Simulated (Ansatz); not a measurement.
Frontier orbitals of B₂H₇PSi₂.

```xyz
12

B    -0.618   -0.203    0.605
P     0.022    1.380    1.702
Si   -0.493    1.740   -0.400
B    -0.293    0.078   -1.278
Si    0.979   -1.148   -0.521
H     0.285   -1.068    1.012
H    -1.645   -0.729    0.905
H     1.390    1.116    1.406
H    -1.778    2.488   -0.545
H    -1.013   -0.252   -2.170
H     2.307   -0.796    0.036
H     0.857   -2.607   -0.751
```

Total charge 0; spin multiplicity 1. The bonds changed during the relaxation, so this is another structure than the one it started from. The structure was optimised at the PBE0-D4/def2-TZVP level. It is one conformer, not always the lowest. Basis def2-TZVPP, the Gaussian-basis code of Ansatz.

```
             functional  HOMO (eV)  LUMO (eV)  gap (eV)
                    PBE      -6.18      -2.93      3.25
                 revPBE      -6.13      -2.87      3.26
                   PBE0      -7.07      -2.20      4.87
HSE06 (plane-wave form)      -6.69      -2.57      4.12
                  BHLYP      -7.76      -1.30      6.46
              CAM-B3LYP      -8.17      -1.16      7.01
                ωB97X-V      -9.12      -0.27      8.85
                ωB97M-V      -8.99      -0.39      8.60
```

From PBE to PBE0 the HOMO moves by −0.89 eV and the LUMO by +0.73 eV, and with ωB97M-V by −2.81 and +2.54 eV, so the gap grows from 3.25 to 8.59 eV with exact exchange.
